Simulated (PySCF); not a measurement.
# TeI: frontier orbitals

LC-ωPBE at R = 2.684 Å; basis Te cc-pVDZ-PP with ECP28, I cc-pVDZ-PP with ECP28; scalar-relativistic core potentials; PySCF 2.14. State: ²Π (doublet), unpaired electrons π ↑. Only the outer orbitals are listed, counted within each symmetry, core potentials removing the inner ones.

```
spin  orbital  occ.  ε (eV)  on Te (%)           main shells (%)
   α       7σ     1  -23.86         28           70 I s, 25 Te s
   α       8σ     1  -20.55         70           70 Te s, 26 I s
   α       9σ     1  -12.20         44           53 I p, 39 Te p
   α       5π     1  -11.79         52           51 Te p, 48 I p
   α       5π     1  -11.25         30           69 I p, 30 Te p
   α       6π     1   -9.76         49           51 I p, 48 Te p
   α       6π     1   -8.99         70           70 Te p, 30 I p
   α      10σ     0   -0.85         59           57 Te p, 39 I p
   α      11σ     0    8.68         73  31 Te s, 29 Te d, 20 I d
   α       7π     0    9.63         63           62 Te d, 35 I d
   β       7σ     1  -23.63         19           79 I s, 16 Te s
   β       8σ     1  -19.54         77           77 Te s, 18 I s
   β       9σ     1  -12.02         42           55 I p, 36 Te p
   β       5π     1  -11.16         25           74 I p, 25 Te p
   β       5π     1  -10.72          8                    92 I p
   β       6π     1   -8.74         75           74 Te p, 25 I p
   β       6π     0   -2.10         92                   92 Te p
   β      10σ     0   -0.60         62           60 Te p, 35 I p
   β      11σ     0    9.04         66  26 Te d, 24 Te s, 23 I d
```

Q: Which are the highest filled and the lowest empty level, where do they sit, and how wide is the gap?

A: Highest filled β 6π at -8.74 eV (in %: 74 Te p, 25 I p); lowest empty β 6π at -2.10 eV (in %: 92 Te p); the gap at LC-ωPBE is 6.64 eV. Both belong to one degenerate shell, split only by its one-sided filling, so this is no excitation gap.

| Item | Value |
| --- | --- |
| bond order (Mayer) | 1.14 |
| ⟨S²⟩ | 0.755 |
| charge on Te (Mulliken, basis-dependent) | 0.10 |
| charge on Te (Löwdin, basis-dependent) | 0.07 |
| dipole moment (positive dipole means Te(−)I(+)) | -0.93 D |

Spin–orbit coupling is left out. The state was picked by a PBE0 search and need not be the measured ground state.
